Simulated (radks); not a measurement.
Question: All-electron atom: Pt3+ in [Xe] 4f14 5d(up 4.5, down 2.5) (fractional occupations, a model configuration). All-electron calculation, scalar-relativistic Kohn-Sham, PBE, spin-polarised, spherical densities, finite nucleus; Fermi nuclear charge, rms radius 5.427 fm. Program: a radial shooting solver on a logarithmic mesh with Libxc functionals. Some entries of the table are withheld. Estimate them.

orbital  occ.  eigenvalue (eV)  <1/r> (bohr^-1)  r(max) (bohr)
1s down     1        -78432.25            93.91        0.01062
1s up       1        -78432.25            93.91        0.01062
2s up       1        -13808.90            22.01        0.06123
2s down     1        -13808.75            22.01        0.06123
2p up       3        -11975.99            19.66        0.05059
2p down     3        -11975.87            19.66        0.05059
3s up       1        -3270.868            8.161         0.1726
3s down     1        -3270.813            8.161         0.1726
3p up       3        -2736.800            7.465         0.1717
3p down     3        -2736.739            7.465         0.1717
3d up       5        -2156.648            7.031         0.1398
3d down     5        -2156.541            7.031         0.1398
4s up       1        -730.7611            3.491         0.3899
4s down     1        -730.6178            3.491         0.3899
4p up       3        -555.5353            3.157         0.4100
4p down     3        -555.4027            3.157         0.4100
4d up       5        -342.4363            2.826         0.4181
4d down     5        -342.2823            2.826         0.4182
5s up       1              (1)            1.419         0.8692
5s down     1              (2)            1.424         0.8676
4f up       7        -105.6842            2.389         0.3850
4f down     7        -105.4508            2.392         0.3850
5p up       3         -91.4491            1.209         0.9767
5p down     3         -90.1321            1.213         0.9740
5d up     4.5         -39.4451           0.8731          1.228
5d down   2.5         -37.9573           0.8713          1.224

Answer: 
(1) 5s up eigenvalue (eV): -137.4407
(2) 5s down eigenvalue (eV): -136.3849
